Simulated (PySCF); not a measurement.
A structure optimised at PBE0-D3(BJ)/def2-SVP (Å):
```
atom  x, y, z in Å
C1    -1.5926   -1.3289    0.6122
C2    -1.4824    0.1722    0.3371
C3    -2.6936    0.9084    0.9183
C4    -1.3919    0.4245   -1.1697
Si5    0.0558    0.8687    1.2023
N6     1.5731    0.1579    0.6310
Si7    2.2730    0.6555   -0.9056
Si8    2.3366   -1.0929    1.5500
F9     1.4586   -2.4653    1.4893
H10   -1.6759   -1.5429    1.6898
H11   -2.4923   -1.7412    0.1219
H12   -0.7197   -1.8834    0.2359
H13   -2.7852    0.7555    2.0062
H14   -2.6452    1.9939    0.7325
H15   -3.6254    0.5373    0.4564
H16   -2.3097    0.0711   -1.6721
H17   -0.5479   -0.1173   -1.6269
H18   -1.2785    1.4950   -1.4067
H19   -0.0227    0.5724    2.6676
H20    0.1148    2.3487    0.9868
H21    2.0806   -0.3744   -1.9725
H22    1.6033    1.9202   -1.3274
H23    3.7401    0.8912   -0.7534
H24    2.4334   -0.7402    2.9892
H25    3.6592   -1.3865    0.9354
```

Charge 0, singlet.

(1) Read off the bonds between heavy atoms and their formal orders.

(2) Which species is it?

(3) Name the point group.

(4) Describe the place of each heavy atom.

(5) What is the arrangement about Si5?

(6) What is the arrangement about N6?

## Answers

(1) C1–C2 1.53 Å (single); C2–C3 1.53 Å (single); C2–C4 1.53 Å (single); C2–Si5 1.90 Å (single); Si5–N6 1.77 Å (single); N6–Si7 1.76 Å (single); N6–Si8 1.73 Å (single); Si8–F9 1.63 Å (single). Bonds to hydrogen (Å): C1–H10 1.10; C1–H11 1.10; C1–H12 1.10; C3–H13 1.10; C3–H14 1.10; C3–H15 1.10; C4–H16 1.10; C4–H17 1.10; C4–H18 1.10; Si5–H19 1.50; Si5–H20 1.50; Si7–H21 1.50; Si7–H22 1.49; Si7–H23 1.49; Si8–H24 1.48; Si8–H25 1.49.

(2) `CC(C)(C)[SiH2]N([SiH3])[SiH2]F`, C4H16FNSi3. Among its features: Si–H bond and C–Si bond.

(3) C1 (no symmetry element, even within 0.4 Å).

(4) C1/C3/C4: methyl carbon; C2: sp3 carbon bound to silicon; Si5: SiH2 silicon; N6: nitrogen bridging silicon atoms; Si7: SiH3 silicon; Si8: fluorine-bound silicon; F9: silicon-bound fluorine.

(5) It has 4 neighbours (C2, N6, H19, H20) and is distorted tetrahedral (angles from 106.3° to 113.6°).

(6) It has 3 neighbours (Si5, Si7, Si8) and is planar (angles 120.6°, 119.8° and 119.5°, sum 359.9°, 0.03 Å off the plane of its three neighbours).

All values are computed, not measured.
